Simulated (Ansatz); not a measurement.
Harmonic frequencies (cm⁻¹) at PBE0-D4/def2-TZVP from Ansatz: 85, 201, 394, 401, 456, 533, 640, 714, 848, 910, 930, 959, 1143, 1206, 1413, 1634, 1748, 2667, 3494, 3598, 3710.

Each molecule was computed in one conformer, which needn't be the lowest.

(1) Which molecule is it?
A. `N=C(Cl)BN`
B. `FC[O][SnH3]`
C. `N=CNBCl`
D. `N=C(N)BCl`

## Answers

(1) A.
